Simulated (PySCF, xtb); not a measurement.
FH₃InN, SMILES [NH2][InH][F].

GFN2-xTB (xtb 6.7.1) at its own geometry gives an orbital gap of 3.28 eV and a dipole moment of 3.89 D.

The structure is a stationary point at B3LYP-D3(BJ)/def2-TZVP. The def2 effective core potentials stand for the cores of In; spin–orbit coupling is left out. Other conformers were not sampled.

Q: What does HF/def2-TZVPD run with PySCF give? (Estimate from the structure and the level; the computed values follow.)

A: gap 11.71 eV (levels -10.92 and 0.79 eV), dipole 3.64 D.
